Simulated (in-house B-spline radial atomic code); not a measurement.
Ru³⁺. Computed with a B-spline radial atomic code. Model: all-electron spherical atom, spin shells full or empty, radial basis limit, no spin-orbit coupling: exact exchange with a local potential (Slater, KLI or optimised effective potential, whose far tail is KLI's), no correlation.

Exchange potential has not reached -1/r at the last radius.

The run also made RPA and GW results, which its time includes.

The Slater potential averages the orbital exchange potentials with the orbital densities as weights, KLI adds orbital constants, and the optimised effective potential minimises the exact-exchange energy among local potentials. So their energies lie above Hartree-Fock in the order OEP, KLI, Slater. All fall off as −1/r, unlike LDA and GGA exchange.

Command:
```bash
python run_gw.py task.json out
```
Settings (nuclear radius in fm, other lengths in bohr, energies in hartree):
```
Z                      44
electrons              41
configuration          [Kr] 4d5
hamiltonian            x2c
method                 slater
lmax                   9
rms_radius             4.4809
spin_polarised         True
box_radius             14.14
intervals              101
```

Run time, properties included: 20 s on 1 thread of Arm Neoverse N1, on a shared host.

Given: hamiltonian one-electron scalar X2C; mean-field start Slater potential.

Computed: energy above Hartree-Fock 349.46 millihartree.

```csv
radius (bohr),r times exchange potential up (hartree bohr),r times exchange potential down (hartree bohr)
0.00114,-0.057036,-0.057038
0.00142,-0.07093,-0.070933
0.00177,-0.088196,-0.088199
0.0022,-0.10925,-0.10925
0.00275,-0.13588,-0.13588
0.00342,-0.16782,-0.16782
0.00427,-0.20742,-0.20743
0.00532,-0.25483,-0.25484
0.00663,-0.31141,-0.31142
0.00827,-0.37803,-0.37804
0.0103,-0.45378,-0.45379
0.0129,-0.54,-0.54002
0.016,-0.62754,-0.62755
0.02,-0.71785,-0.71787
0.0249,-0.79765,-0.79767
0.031,-0.85709,-0.85711
0.0387,-0.88574,-0.88575
0.0483,-0.89388,-0.89386
0.0602,-0.93566,-0.93549
0.075,-1.0501,-1.0496
0.0935,?,?
0.117,-1.3496,-1.348
0.145,-1.4132,-1.4107
0.181,-1.3852,-1.3781
0.226,-1.3983,-1.382
0.282,-1.5802,-1.5621
0.351,-1.783,-1.769
0.438,-1.8598,-1.8548
0.546,-1.7302,-1.7482
0.68,-1.4879,-1.4742
0.848,-1.5679,-1.3824
1.06,-1.7606,-1.4546
1.32,-1.809,-1.4667
1.64,-1.6917,-1.3994
2.05,-1.4827,-1.2971
2.55,?,?
3.18,-1.1534,-1.1313
```

What belongs in the row 0.0935?

r times exchange potential up (hartree bohr): -1.2077; r times exchange potential down (hartree bohr): -1.2066.

What belongs in the row 2.55?

r times exchange potential up (hartree bohr): -1.2889; r times exchange potential down (hartree bohr): -1.2041.

```json
{"occupied": "1s up", "level (hartree)": "-813.95", "Hartree-Fock level (hartree)": "-818.41"}
{"occupied": "1s down", "level (hartree)": "-813.95", "Hartree-Fock level (hartree)": "-818.41"}
{"occupied": "2s up", "level (hartree)": "-119.64", "Hartree-Fock level (hartree)": "-121.75"}
{"occupied": "2s down", "level (hartree)": "-119.62", "Hartree-Fock level (hartree)": "-121.7"}
{"occupied": "2p up", "level (hartree)": "-107.82", "Hartree-Fock level (hartree)": "-108.97"}
{"occupied": "2p down", "level (hartree)": "-107.8", "Hartree-Fock level (hartree)": "-108.92"}
{"occupied": "3s up", "level (hartree)": "?", "Hartree-Fock level (hartree)": "?"}
{"occupied": "3s down", "level (hartree)": "-22.839", "Hartree-Fock level (hartree)": "-23.76"}
{"occupied": "3p up", "level (hartree)": "?", "Hartree-Fock level (hartree)": "?"}
{"occupied": "3p down", "level (hartree)": "-18.882", "Hartree-Fock level (hartree)": "-19.439"}
{"occupied": "3d up", "level (hartree)": "-12.47", "Hartree-Fock level (hartree)": "-12.537"}
{"occupied": "3d down", "level (hartree)": "-12.435", "Hartree-Fock level (hartree)": "-12.458"}
{"occupied": "4s up", "level (hartree)": "-4.5938", "Hartree-Fock level (hartree)": "-4.8752"}
{"occupied": "4s down", "level (hartree)": "-4.3952", "Hartree-Fock level (hartree)": "-4.5583"}
{"occupied": "4p up", "level (hartree)": "-3.4652", "Hartree-Fock level (hartree)": "-3.6007"}
{"occupied": "4p down", "level (hartree)": "-3.2607", "Hartree-Fock level (hartree)": "-3.1915"}
{"occupied": "4d up", "level (hartree)": "-1.8192", "Hartree-Fock level (hartree)": "-1.6963"}
```

What belongs in the row 3s up?

level (hartree): -22.864; Hartree-Fock level (hartree): -23.786.

What belongs in the row 3p up?

level (hartree): -18.909; Hartree-Fock level (hartree): -19.471.

```
  empty  level (hartree)
4d down          -1.6312
  5s up          -1.3724
5s down          -1.3072
  5p up          -1.0909
5p down                ?
  5d up                ?
5d down         -0.68877
  6s up         -0.66195
6s down         -0.64683
```

What belongs in the row 5p down?

level (hartree): -1.0461.

What belongs in the row 5d up?

level (hartree): -0.71112.

The highest level, 4d up, differs from Hartree-Fock by -3.3 eV and the deepest, 1s up, by +121 eV: the Slater potential lacks the response part and is deeper than the optimised one throughout, so the top level comes too deep.
